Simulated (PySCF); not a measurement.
**IrF₄, quartet: molecular constants**

Computed with UPBE0/[Ir def2-SVP with ECP60, F def2-SVP], scalar-relativistic core potentials, density fitting, no spin–orbit coupling, PySCF.

The structure is a minimum.

Z-matrix (Å, degrees; charge 0 multiplicity 4):
```
Ir
F  1 1.8765
F  1 1.8765 2 159.63
F  1 1.8765 2 91.79 3 100.03
F  1 1.8765 2 91.79 3 -100.03
```

* Point group: D2d
* Bond lengths: Ir–F 1.877 Å (×4)
* Bond angles: F–Ir–F 91.8° (×4), F–Ir–F 159.6° (×2)
* Heat capacity Cp at 298.15 K: 84.8 J/(mol K)
* Rotational symmetry number: 4
* Lowest empty level (β): -7.02 eV
* Highest occupied level (β): -8.34 eV
* Zero-point energy: 23.1 kJ/mol
* Spin squared ⟨S²⟩: 3.757
* Atomisation energy without zero-point energy: 1371 kJ/mol
* Principal polarisabilities: 19.9, 41.2, 41.2 bohr³
* Entropy at 298.15 K and 1 bar (electronic part: spin only): 343.4 J/(mol K)
* Rotational constants: 0.1222, 0.1222, 0.06503 cm⁻¹
* Enthalpy at 298.15 K above 0 K: 18.39 kJ/mol
* Principal quadrupole moments (Buckingham, traceless) about the centre of mass: -5.28, -5.28, 10.55 D Å
* Dipole moment: 0.00 D

Harmonic modes (masses in u: Ir 192.963, F 18.998):
| symmetry | ω (cm⁻¹) | IR (km/mol, summed over degenerate members) | type |
| --- | --- | --- | --- |
| a1 | 96 | 0.0 | bend |
| b2 | 139 | 23.3 | bend |
| b1 | 177 | 0.0 | bend |
| e | 331 | 0.0 | bend |
| b2 | 683 | 4.1 | stretch |
| a1 | 692 | 0.0 | stretch |
| e | 704 | 216 | stretch |

In D2d the vibrations span 2a1 + 2b2 + b1 + 2e. The a1, b1 modes carry no infrared intensity, as symmetry demands.

Charges (e):
| atom | Mulliken | Löwdin | polar tensor | spin (Mulliken) | Mayer order to Ir1 |
| --- | --- | --- | --- | --- | --- |
| Ir1 | 1.35 | 0.64 | 1.77 | 2.23 | – |
| F2,3,4,5 | -0.34 | -0.16 | -0.44 | 0.19 | 0.96 |

Mulliken populations on Ir1 (electrons outside its core potential): s 2.49, p 6.37, d 6.71, f 0.09.

Outer orbital energies (eV). α occupied: -12.98, -12.32, -12.32, -11.87, -11.85, -10.38, -10.38, -9.09; empty: -2.69, -0.43, -0.10, 2.38. β occupied: -12.74, -12.74, -12.03, -12.03, -11.98, -11.71, -11.63, -8.34; empty: -7.02, -5.89, -5.89, -1.69.

Formally Ir is in oxidation state +4, d5, with 3 unpaired electrons (the high-spin count would be 5). The Mulliken spin on Ir is 2.23. The polar-tensor charge on Ir, 1.77, is far below the formal one.

This need not be the most stable arrangement of these atoms. Other spin states or occupations of the open shell can lie lower. At this level a quartet minimum of D4h symmetry lies 162 kJ/mol below this structure. Spin–orbit coupling, left out here, can matter for elements this heavy.

The final relaxation and frequency run took of the order of 4 core-minutes on a shared host.
